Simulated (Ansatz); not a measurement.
Born–Oppenheimer molecular dynamics of C$_{2}$H$_{8}$BN (12 atoms, charge 0, multiplicity 1). It starts from a relaxed structure.

Computed with Ansatz 0.2.0, RKS PBE0/6-31G*.

* ensemble: NVE (velocity Verlet)
* time step: 0.25 fs
* steps asked: 250
* starting velocities drawn for: 700 K
* seed: 681233

First frame:

```xyz
12
Properties=species:S:1:pos:R:3
B 0.033 -0.015 -0.020
C 0.039 -0.128 1.560
H -0.621 -0.939 1.896
H 1.031 -0.307 1.994
H -0.361 0.788 2.016
N 1.238 -0.135 -0.725
H 2.127 -0.292 -0.274
H 1.301 -0.074 -1.731
C -1.316 0.229 -0.816
H -2.030 -0.583 -0.625
H -1.812 1.147 -0.472
H -1.189 0.308 -1.903
```

(1) How far do the bonds stretch over the last three quarters of this one trajectory? (Pairs bonded in most of those frames.)

Results:

(1) 
```
  bond  mean (Å)  spread (Å)  shortest  longest
 B1–C2     1.593       0.039      1.54     1.65
 B1–N6     1.410       0.041      1.35     1.47
 B1–C9     1.594       0.037      1.52     1.66
 C2–H3     1.101       0.007      1.08     1.12
 C2–H4     1.101       0.020      1.07     1.13
 C2–H5     1.102       0.031      1.05     1.15
 N6–H7     1.012       0.022      0.98     1.05
 N6–H8     1.012       0.037      0.96     1.07
C9–H10     1.113       0.059      1.02     1.19
C9–H11     1.096       0.027      1.05     1.15
C9–H12     1.107       0.040      1.04     1.17
```

Mean temperature of the second half: 379 K. The conserved energy stayed within 0.18 meV per atom of its start (net change 0.11 meV per atom), so the integration is sound. Over the second half the temperature averaged 0.54 of the 700 K drawn at the start: a run that starts near a minimum puts about half its kinetic energy into the potential. A run of 0.062 ps of so small a system gives no equilibrium averages.

Time of the run: 12 min on 2 threads of Intel(R) Xeon(R) Platinum 8175M CPU @ 2.50GHz (Skylake/Cascade Lake) (shared host), peak memory 0.17 GiB.
